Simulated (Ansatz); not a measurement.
`O[C](=S)[GaH][F]` at its PBE0-D4/def2-TZVP geometry, where that method's forces vanish. Charge 0, multiplicity 1.

```xyz
7

O     0.9372    1.5937    0.1091
C     0.0775    0.6359   -0.1275
S    -1.4480    0.8182   -0.7014
Ga    0.0431   -1.3071    0.0900
F    -0.3863   -1.7978    1.7216
H     0.5300    2.4531   -0.1069
H     0.2465   -2.3959   -0.9849
```

What forces (eV/Å) does B3LYP-D4/def2-TZVPP give on these atoms in the Gaussian-basis code of Ansatz? (Best estimate.)

Ansatz gave: 
```
O1   0.204  0.214  0.058
C2  -0.077 -0.198 -0.012
S3  -0.260  0.123 -0.107
Ga4  0.179 -0.151 -0.229
F5  -0.073 -0.077  0.256
H6   0.036  0.070  0.007
H7  -0.009  0.019  0.027
```

B3LYP here is the variant with VWN-RPA as its local correlation; programs differ in this.
